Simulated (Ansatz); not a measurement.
`O[BH][SbH2]` + H₂O → `[OH][SbH2]` + `BO` at 600 K and 1 bar (formal hydrolysis of the Sb–B bond).

Isolated molecules relaxed with PBE0-D4/def2-TZVP in Ansatz; ΔE leaves out vibrations. CCSD(T)/CBS is the MP2 limit (def2-TZVPP, def2-QZVPP) plus CCSD(T) − MP2 in def2-TZVPP, frozen cores. This one scheme is used for every species. def2 core potentials past Kr. For Sb outer-core shells are correlated without core-valence functions, which leaves a few kJ/mol of doubt a bond. Each species was taken in one conformer, which may not be the lowest.

| species | CCSD(T)/CBS energy (Eh) | H − E (kJ/mol) | S (J/(mol·K)) |
| --- | --- | --- | --- |
| `O[BH][SbH2]` | -342.41037 | 152.1 | 374.3 |
| H₂O | -76.37941 | 76.8 | 212.8 |
| `[OH][SbH2]` | -316.98030 | 103.5 | 324.2 |
| `BO` | -101.80414 | 119.7 | 267.1 |

H − E and S are ideal-gas, rigid-rotor, harmonic terms from PBE0-D4/def2-TZVP, for one conformer and one mirror image of each species. 1 Eh = 2625.50 kJ/mol, R = 8.31446 J/(mol·K).

**Question.** By hand: ΔE, ΔH, ΔS and ΔG.

**Answer.** ΔE = (-316.98030) + (-101.80414) − (-342.41037) − (-76.37941) = 0.00534 Eh = 14.0 kJ/mol. Δ(H − E) = 103.5 + 119.7 − 152.1 − 76.8 = -5.7, so ΔH = 8.3 kJ/mol. ΔS = 324.2 + 267.1 − 374.3 − 212.8 = 4.2 J/(mol·K). ΔG = 8.3 − 600 × (4.2)/1000 = 5.8 kJ/mol.

**Question.** By hand: the equilibrium constant, and the temperature at which ΔG would vanish if ΔH and ΔS stayed fixed.

**Answer.** log₁₀ K = −ΔG/(RT ln 10) = -0.5. ΔG = 0 at ΔH/ΔS = 1976 K, though so small a ΔH makes that figure unsure.

The number of gas molecules stays the same, so ΔS is small and ΔH decides. The sign of ΔG lies within the doubt. A doubt of 5 kJ/mol in ΔE shifts log₁₀ K by 0.4 here. Other conformers and mirror images would add mixing entropy, several J/(mol·K) or more a flexible species. These are equilibria of isolated gas molecules and say nothing of rates. Largest T1 diagnostic: 0.015 (customary marks: 0.02 for closed shells, 0.045 for open ones).
